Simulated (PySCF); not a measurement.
Compound: bis(acetamide)dichloroaluminium cation [AlCl2L2]+, C4H10AlCl2N2O2 (charge +1).
Atom-mapped SMILES: `[CH3:1]/[C:2]([NH2:3])=[O+:4]/[Al-:5]([Cl:6])([Cl:7])/[O+:8]=[C:9](/[CH3:10])[NH2:11]` (hydrogens: H12, H13, H14 on C1; H15, H16 on N3; H17, H18, H19 on C10; H20, H21 on N11)
Bond orders are those of one Lewis drawing.

Method: PBE0-D3(BJ)/def2-SVP geometry optimisation, gas phase in PySCF 2.14.0; density fitting, grid level 1; the optimiser is geomeTRIC in internal coordinates, started from a GFN2-xTB structure with every atom displaced at random (about 0.01 Å).

Step 9: E = -42988.0854 eV
```
atom  x, y, z in Å  |  force x, y, z in eV/Å
C1     -3.3944    0.2354   -1.5393   -0.156   0.124   0.068
C2     -2.6086   -0.1538   -0.3386    0.045  -0.007  -0.078
N3     -3.2068   -0.3789    0.8090    0.009  -0.047   0.034
O4     -1.3497   -0.2811   -0.4562   -0.100  -0.059   0.024
Al5     0.0135   -0.9610    0.5106    0.063   0.066   0.095
Cl6    -0.5633   -0.9544    2.5524   -0.004   0.038   0.005
Cl7     0.6752   -2.8021   -0.2398    0.114  -0.025  -0.006
O8      1.3228    0.2629    0.2507    0.100   0.334  -0.101
C9      2.5839    0.3707    0.2845   -0.055  -0.377  -0.040
C10     3.2566    1.6276   -0.1407   -0.236   0.098   0.043
N11     3.3290   -0.6507    0.6473    0.143  -0.050   0.024
H12    -3.9346   -0.6436   -1.9243    0.029  -0.048  -0.008
H13    -2.7221    0.6043   -2.3198    0.044   0.003  -0.006
H14    -4.1432    1.0048   -1.2946    0.039  -0.049  -0.004
H15    -4.2107   -0.3000    0.9249   -0.008   0.054  -0.111
H16    -2.6432   -0.6537    1.6194   -0.016   0.028   0.047
H17     3.5267    1.5349   -1.2053   -0.041  -0.006  -0.016
H18     2.5651    2.4708   -0.0344    0.006   0.029   0.007
H19     4.1761    1.8181    0.4281   -0.005  -0.029   0.023
H20     4.3383   -0.5623    0.6685    0.028  -0.088   0.019
H21     2.9174   -1.5671    0.8213    0.001   0.011  -0.020
```

Step 10: E = -42988.1271 eV
```
atom  x, y, z in Å  |  force x, y, z in eV/Å
C1     -3.3487    0.2244   -1.5499   -0.015   0.053  -0.019
C2     -2.6004   -0.1632   -0.3252   -0.111  -0.078   0.060
N3     -3.2491   -0.3746    0.7990    0.085   0.005   0.043
O4     -1.3433   -0.3104   -0.3949   -0.021  -0.033  -0.082
Al5     0.0285   -0.9472    0.5888    0.029   0.208   0.064
Cl6    -0.5685   -0.8941    2.6164   -0.047   0.012   0.035
Cl7     0.7522   -2.7761   -0.1372    0.074  -0.109  -0.033
O8      1.3172    0.2979    0.2863   -0.029   0.023   0.009
C9      2.5815    0.3649    0.2786    0.058  -0.127  -0.114
C10     3.2367    1.6392   -0.1212   -0.045   0.026   0.119
N11     3.3208   -0.6872    0.5624   -0.001  -0.034  -0.005
H12    -3.8511   -0.6647   -1.9649    0.042  -0.012   0.000
H13    -2.6485    0.6113   -2.2980   -0.007   0.012  -0.008
H14    -4.1206    0.9744   -1.3269    0.007  -0.010  -0.007
H15    -4.2554   -0.2712    0.8650    0.009   0.038  -0.064
H16    -2.7274   -0.6321    1.6410    0.005  -0.001   0.025
H17     3.4076    1.6082   -1.2099   -0.015   0.007  -0.004
H18     2.5712    2.4827    0.0965    0.002  -0.006   0.012
H19     4.2047    1.7821    0.3772    0.002  -0.016  -0.017
H20     4.3334   -0.6400    0.5564   -0.002   0.042  -0.025
H21     2.8870   -1.6033    0.6843   -0.019   0.000   0.011
```

Step 11: E = -42988.1453 eV
```
atom  x, y, z in Å  |  force x, y, z in eV/Å
C1     -3.2991    0.1586   -1.5763    0.087  -0.103  -0.007
C2     -2.5941   -0.1773   -0.3100   -0.078   0.019   0.181
N3     -3.2741   -0.3051    0.8095   -0.042   0.120  -0.145
O4     -1.3420   -0.3528   -0.3386    0.180  -0.105  -0.140
Al5     0.0383   -0.9321    0.6709   -0.028   0.258  -0.009
Cl6    -0.6055   -0.8515    2.6791   -0.023  -0.001   0.049
Cl7     0.8366   -2.7504   -0.0300   -0.059  -0.155  -0.051
O8      1.3002    0.3383    0.3331   -0.121  -0.255   0.105
C9      2.5664    0.3575    0.2684    0.032   0.023  -0.138
C10     3.2233    1.6525   -0.0487    0.084  -0.016   0.117
N11     3.2900   -0.7321    0.4166    0.093   0.175  -0.072
H12    -3.7480   -0.7633   -1.9840    0.016   0.038  -0.008
H13    -2.5710    0.5372   -2.3038   -0.047   0.015   0.021
H14    -4.0979    0.8913   -1.4125   -0.063   0.031  -0.012
H15    -4.2748   -0.1440    0.8166   -0.002  -0.022   0.075
H16    -2.7926   -0.5052    1.6895    0.032  -0.046  -0.021
H17     3.2585    1.7489   -1.1466   -0.002   0.028   0.011
H18     2.6190    2.4776    0.3463    0.008   0.001   0.008
H19     4.2484    1.7093    0.3420   -0.016   0.003  -0.037
H20     4.3006   -0.6832    0.3468   -0.021  -0.033   0.006
H21     2.8457   -1.6532    0.4552   -0.030   0.025   0.068
```

Step 12: E = -42988.1596 eV
```
atom  x, y, z in Å  |  force x, y, z in eV/Å
C1     -3.2953    0.1365   -1.5854    0.097  -0.088   0.020
C2     -2.5877   -0.1712   -0.3126   -0.096   0.051   0.125
N3     -3.2608   -0.2514    0.8150   -0.027   0.103  -0.114
O4     -1.3390   -0.3702   -0.3455    0.173  -0.105  -0.116
Al5     0.0327   -0.9547    0.6743   -0.008   0.107  -0.055
Cl6    -0.6285   -0.8618    2.6786    0.014   0.002   0.037
Cl7     0.8000   -2.7925   -0.0266   -0.027  -0.003   0.017
O8      1.3062    0.3010    0.3402   -0.031  -0.232   0.090
C9      2.5713    0.3463    0.2610    0.105   0.158  -0.078
C10     3.2016    1.6626   -0.0227    0.057  -0.026   0.061
N11     3.3191   -0.7293    0.3797   -0.127  -0.098  -0.037
H12    -3.7439   -0.7955   -1.9689    0.002   0.033  -0.011
H13    -2.5677    0.4939   -2.3240   -0.041   0.021   0.021
H14    -4.0924    0.8753   -1.4400   -0.057   0.014  -0.012
H15    -4.2573   -0.0668    0.8315   -0.003  -0.028   0.046
H16    -2.7739   -0.4469    1.6935    0.021  -0.035  -0.016
H17     3.2094    1.8012   -1.1167   -0.004   0.033   0.009
H18     2.5930    2.4619    0.4160    0.005   0.006   0.008
H19     4.2342    1.7227    0.3461   -0.015  -0.006  -0.030
H20     4.3294   -0.6892    0.3010   -0.034   0.090  -0.001
H21     2.8773   -1.6510    0.4295   -0.003   0.002   0.035
```

**Question.** Estimate the geometry and energy of step 13. (The exact step hangs on the optimiser's Hessian estimate; all steps are aligned on step 12, rigid shifts and turns removed.)

**Answer.** E = -42988.1772 eV, largest force 0.174 eV/Å
```
atom  x, y, z in Å  |  force x, y, z in eV/Å
C1     -3.2642    0.0880   -1.6097    0.037   0.003   0.055
C2     -2.5736   -0.1610   -0.3148   -0.113  -0.011  -0.030
N3     -3.2499   -0.1594    0.8125    0.090   0.045   0.058
O4     -1.3316   -0.4065   -0.3331    0.088  -0.065  -0.048
Al5     0.0240   -0.9744    0.7183    0.012  -0.044  -0.075
Cl6    -0.6430   -0.8357    2.7199    0.006   0.005  -0.013
Cl7     0.7658   -2.8425    0.0489   -0.029   0.126   0.059
O8      1.3020    0.2653    0.3697    0.045  -0.123   0.054
C9      2.5632    0.3323    0.2450   -0.014   0.170   0.021
C10     3.1733    1.6724    0.0365    0.021  -0.039  -0.021
N11     3.3208   -0.7404    0.2715   -0.100  -0.134  -0.048
H12    -3.6826   -0.8668   -1.9695    0.006   0.009  -0.002
H13    -2.5334    0.4356   -2.3490   -0.011   0.022   0.012
H14    -4.0821    0.8126   -1.5092   -0.034  -0.011  -0.001
H15    -4.2405    0.0520    0.8460   -0.001  -0.012  -0.079
H16    -2.7598   -0.3505    1.6905    0.002  -0.004   0.017
H17     3.0841    1.9232   -1.0336   -0.012   0.020   0.011
H18     2.6085    2.4228    0.6028    0.003  -0.004   0.017
H19     4.2340    1.7016    0.3157   -0.001  -0.006  -0.011
H20     4.3255   -0.6806    0.1501   -0.007   0.039   0.023
H21     2.8876   -1.6672    0.3154    0.013   0.014   0.001
```

The energy changes by -0.0176 eV. The first-order estimate −F·Δx gives -0.0268 eV and the mean of the old and new forces, exact on a quadratic surface, -0.0182 eV. The step makes an angle of 84° with the force vector and moves no atom by more than 0.194 Å.

What follows is the cost of the whole optimisation. The run took 14 min wall on one thread of an Arm Neoverse V1, no GPU, on a shared host, and the process peaked at 1.2 GiB of memory.
